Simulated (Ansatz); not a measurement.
Correlation energies of BrCl$_{2}$Ga (`[Cl][Ga]([Cl])[Br]`) by basis set

```xyz
4

Cl    0.878   -1.568   -1.142
Ga   -0.013   -0.011   -0.023
Cl   -1.903    0.732   -0.612
Br    1.039    0.847    1.777
```

Charge 0, multiplicity 1. Correlated methods include outer-core shells of Br, Ga, which these sets cover unevenly. Scalar relativity is left out up to krypton. Geometry: relaxed with PBE0-D4/def2-TZVP. Frozen core, restricted reference, the Gaussian-basis code of Ansatz.

```tsv
basis	HF (Eh)	MP2 corr.	CCSD corr.	(T)	CCSD(T) total
def2-SVP	-5413.99769	-0.69286	-0.70531	-0.01809	-5414.72109
def2-TZVPP	-5414.87783	-0.85686	-0.88417	-0.03658	-5415.79858
def2-QZVPP	-5414.99197	-1.46109	–	–	–
```
